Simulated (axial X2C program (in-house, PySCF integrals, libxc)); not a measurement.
## Spin–orbit effects down a group: molecules with O (ions), PBE0

Computed with an axial X2C code built on PySCF integrals, spin-free (one-electron X2C) or two-component (2c: spin–orbit coupling with atomic mean-field Coulomb and Gaunt terms, which also bring small scalar terms), in Dyall basis sets with cores contracted in-house; open shells are unrestricted.

Basis sets: As dyall-cv3z, N dyall-av3z, O dyall-av3z, P dyall-v3z.

| molecule | spin-free state | Re (Å) | ωe (cm⁻¹) | De (eV) | 2c state | Re 2c (Å) | ωe 2c (cm⁻¹) | De 2c (eV) |
| --- | --- | --- | --- | --- | --- | --- | --- | --- |
| NO⁺ | M_S = 0, Λ = 0 | 1.054 | 2523.9 | 10.92 | Ω = 0 | 1.054 | 2524.1 | 10.93 |
| PO⁺ | M_S = 0, Λ = 0 | 1.427 | 1471.4 | 7.78 | Ω = 0 | 1.428 | 1471.3 | 7.78 |
| AsO⁺ | M_S = 0, Λ = 0 | 1.553 | 1181.7 | 6.27 | Ω = 0 | 1.553 | 1180.6 | n/a |

(1) Work out the shifts from the spin-free to the two-component result.

Fragments in 2c: O+ + N, P+ + O, As+ + O. Each entry is the lowest single determinant of a limited PBE0 search at one distance. De goes to single-determinant-based atoms at the same level (for ions the charge split of lowest energy) and is withheld (n/a) where an atom does not fit its ground term or J level. Main or longest-lived isotopes. Some light 2c atoms are not at their ground J level, so De misses part of their lowering (0.04 eV or less). The functionals have no current term, which raises determinants with orbital currents.

## Answers

(1) 

```tsv
molecule	2c state	ΔRe (Å)	Δωe (cm⁻¹)	ΔDe (eV)
NO⁺	Ω = 0	0.000	0.2	0.01
PO⁺	Ω = 0	0.001	-0.1	0.00
AsO⁺	Ω = 0	0.000	-1.1	n/a
```

Shifts of one unit in the last digit are rounding.
